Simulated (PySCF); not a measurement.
Ti⁸⁺ (titanium, charge +8) across methods

[Ne] 3s2 3p2, high-spin 3P determinant. Calculation: PySCF 2.14, in an uncontracted even-tempered set (18 s from 0.32 bohr⁻², ratio 2.5; 12 p from 0.42 bohr⁻², ratio 2.5; 5 d from 2.8 bohr⁻², ratio 2.7; 5 f from 4.2 bohr⁻², ratio 2.7); the non-relativistic Hamiltonian (point nucleus).

```json
{"method": "PBE", "E (hartree)": "-826.314", "mean ε 3s α (eV)": "-205.11", "mean ε 3s β (eV)": "-200.07", "mean ε 3p α (eV)": "-180.43", "Σ⟨r²⟩ (bohr²)": "4.668", "⟨S²⟩": "2.001"}
{"method": "r2SCAN", "E (hartree)": "-826.502", "mean ε 3s α (eV)": "-206.72", "mean ε 3s β (eV)": "-200.28", "mean ε 3p α (eV)": "-181.42", "Σ⟨r²⟩ (bohr²)": "4.677", "⟨S²⟩": "2.003"}
{"method": "BP86", "E (hartree)": "-826.620", "mean ε 3s α (eV)": "-205.18", "mean ε 3s β (eV)": "-200.39", "mean ε 3p α (eV)": "-180.48", "Σ⟨r²⟩ (bohr²)": "4.662", "⟨S²⟩": "2.001"}
{"method": "TPSS", "E (hartree)": "-826.577", "mean ε 3s α (eV)": "-205.90", "mean ε 3s β (eV)": "-200.14", "mean ε 3p α (eV)": "-180.84", "Σ⟨r²⟩ (bohr²)": "4.670", "⟨S²⟩": "2.002"}
{"method": "PBE0", "E (hartree)": "-826.362", "mean ε 3s α (eV)": "-209.18", "mean ε 3s β (eV)": "-202.54", "mean ε 3p α (eV)": "-183.50", "Σ⟨r²⟩ (bohr²)": "4.671", "⟨S²⟩": "2.002"}
{"method": "LDA", "E (hartree)": "-824.451", "mean ε 3s α (eV)": "-204.76", "mean ε 3s β (eV)": "-200.26", "mean ε 3p α (eV)": "-180.19", "Σ⟨r²⟩ (bohr²)": "4.673", "⟨S²⟩": "2.001"}
{"method": "UHF", "E (hartree)": "-825.96217", "mean ε 3s α (eV)": "-220.29", "mean ε 3s β (eV)": "-208.18", "mean ε 3p α (eV)": "-191.73", "Σ⟨r²⟩ (bohr²)": "4.689", "⟨S²⟩": "2.004"}
```
